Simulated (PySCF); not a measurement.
# GaC and its ions

PBE; PySCF, scalar-relativistic core potentials, basis sets Ga cc-pVDZ-PP with ECP10, C cc-pVDZ. Neutral (UKS): quartet (σ ↑, π ↑↑), Re = 2.030 Å, ωe = 508 cm⁻¹, De = 3.43 eV, HOMO -5.27 eV, LUMO -3.42 eV.

GaC⁺ (UKS): triplet (σ ↑, π ↑), Re = 2.606 Å, ωe = 189 cm⁻¹, De = 0.56 eV to Ga⁺ + C. The energies at the minima are -297.36009 hartree for GaC and -297.03735 for GaC⁺.

Task: Work out the adiabatic ionisation energy, without and with harmonic zero-point energies (1 hartree = 27.2114 eV, 1 eV = 8065.5 cm⁻¹), and the change of the bond length.

Result: At PBE: 0.32274 hartree = 8.782 eV between the minima; the zero-point term (189.0 − 508.0)/2 cm⁻¹ = -0.020 eV makes it 8.762 eV. Re changes by +57.6 pm against the neutral. The electron leaves a π orbital, and the ion is left as a loose complex of an ion and an atom.

Spin–orbit coupling is left out. For an ion De counts to the pair picked by the measured ionisation energies or electron affinities, which need not be the lowest pair at this level. States were picked by a PBE0 search and need not be the measured ground states.
